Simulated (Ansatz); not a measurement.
Input and output for C2H5O2Si (`CC(=O)O[SiH2]`) radical.

```yaml
crystal:
  periodic: [false, false, false]
  atoms:
    - {symbol: C, position_ang: [-0.692683, -1.619190, 0.747479]}
    - {symbol: C, position_ang: [-0.387110, -0.283456, -0.224549]}
    - {symbol: O, position_ang: [-1.064173, 0.053669, -1.415411]}
    - {symbol: O, position_ang: [0.375835, 0.461326, 0.409388]}
    - {symbol: Si, position_ang: [0.746787, 1.908648, -0.784634]}
    - {symbol: H, position_ang: [-0.553908, -1.547995, 1.348413]}
    - {symbol: H, position_ang: [0.413489, -2.084231, 0.274343]}
    - {symbol: H, position_ang: [-1.269355, -2.092696, -0.102560]}
    - {symbol: H, position_ang: [-0.282516, 2.779717, -0.268261]}
    - {symbol: H, position_ang: [2.395940, 2.413925, 0.443695]}
basis:
  gaussian: {orbitals: def2-TZVPD}
magnetization: {spin_polarized: true, initial_magnetization: 1}
hamiltonian: {xc: {name: B2PLYP}}
output: {forces: true}
```

```sh
$ ansatz run in.yaml --threads 4 --pin off --events-out ev --progress --plain --max-ram 10444MiB
```

Shortened log:

```
Functional definition: B2PLYP
1610 factors; integrals over basis functions are off by at most 1.1e-3 eV
mean field evaluation 1: about -14088.5159 eV, gradient 4.8e1 eV
mean field evaluation 2: about -14088.5917 eV, gradient 4.8e1 eV
mean field evaluation 4: about -14097.0494 eV, gradient 1.4e1 eV
mean field evaluation 8: about -14097.7686 eV, gradient 5.8e-1 eV
mean field evaluation 16: about -14097.7932 eV, gradient 2.5e-2 eV
mean field evaluation 32: about -14097.7932 eV, gradient 9.1e-6 eV
mean field -14097.79322346 eV, -518.0843451348 hartree, gradient 9.2e-6 eV, S^2 0.809681; 1 other end points of the search recorded, 0 dependent functions left out
9 core orbitals not correlated: weight in the atoms' cores, before any rotation towards them, 1.000 or more for the frozen orbitals, at most 0.000 for the correlated occupied ones
reference -14097.79341612 eV, -518.0843522147 hartree; 15, 14 occupied and 218, 219 virtual orbitals, 1610 factors
second order -31.03394716 eV of doubles, -0.00000000 eV of singles
Total energy: -14106.17258185 eV, -518.3922808758 hartree
Atom 0 at    -0.692683    -1.619190     0.747479 Å, force   -11.887860    -8.551654   -83.859537 eV/Å
Atom 1 at    -0.387110    -0.283456    -0.224549 Å, force    -5.849340    -1.632995    -1.796183 eV/Å
Atom 2 at    -1.064173     0.053669    -1.415411 Å, force     4.367319    -1.243265     5.619271 eV/Å
Atom 3 at     0.375835     0.461326     0.409388 Å, force     2.215894     3.299131    -1.336486 eV/Å
Atom 4 at     0.746787     1.908648    -0.784634 Å, force     1.823523    -1.068016     2.680475 eV/Å
Atom 5 at    -0.553908    -1.547995     1.348413 Å, force    15.167365     8.843129    75.926498 eV/Å
Atom 6 at     0.413489    -2.084231     0.274343 Å, force    -2.598925     0.688416     1.563049 eV/Å
Atom 7 at    -1.269355    -2.092696    -0.102560 Å, force    -0.738897    -0.442275     2.997294 eV/Å
Atom 8 at    -0.282516     2.779717    -0.268261 Å, force    -0.704440     0.630560    -0.052490 eV/Å
Atom 9 at     2.395940     2.413925     0.443695 Å, force    -1.794639    -0.523032    -1.741892 eV/Å
Dipole moment:     0.186616    -0.022942     0.170589 e Å
```

It took 32 s on 4 threads of an Arm Neoverse V2 on a shared host, with 1.3 GiB of host memory at the peak.
